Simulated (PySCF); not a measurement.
W(F)5, SMILES [F][W]([F])([F])([F])[F] (F5W), doublet at its B3LYP/def2-SVP optimised geometry (Å):

```
6

W     -0.0001    -0.9183     0.0000
F     -1.8964    -0.9303     0.0249
F      1.8964    -0.9183     0.0000
F     -0.0173    -1.5087    -1.7500
F      0.0007     0.9303     0.0000
F      0.0146    -1.9714     1.4986
```

Method: unrestricted B3LYP/def2-TZVP, def2 effective core potentials past Kr (PySCF 2.14.0). The core electrons that the potentials of W replace are not part of the density.

Map of the spin density (e/bohr³) on the plane z = 0.6 Å:

```
|00000000000000000000000000000|
|00000000000000000000000000000|
|00000000000000000000000000000|
|00000000000000000000000000000|
|00000000000000000000000000000|
|00000000000000000000000000000|
|00000000000000000000000000000|
|00000000000000000000000000000|
|00000000000000000000000000000|
|00000000000000000000000000000|
|00000000000000000000000000000|
|00000000000000000000000000000|
|00000000000000000000000000000|
|00000000000000000000000000000|
|00000000000121012100000000000|
|00000000000364035300000000000|
|00000001000498079400000000000|
|00000000000266056200000000000|
|00000000000010011000000000000|
|00000000000000000000000000000|
|00000000000000000000000000000|
|00000000000000000000000000000|
|00000000000000000000000000000|
|00000000000000000000000000000|
|00000000000000000000000000000|
|00000000000000000000000000000|
|00000000000000000000000000000|
|00000000000000000000000000000|
|00000000000000000000000000000|
```
Scale: ten equal steps from -0.001 (start of '0') to 0.048 (end of '9'), in the order '0123456789'; x runs from -4.00 to 4.00, y from -4.00 (bottom) to 4.00 (top).
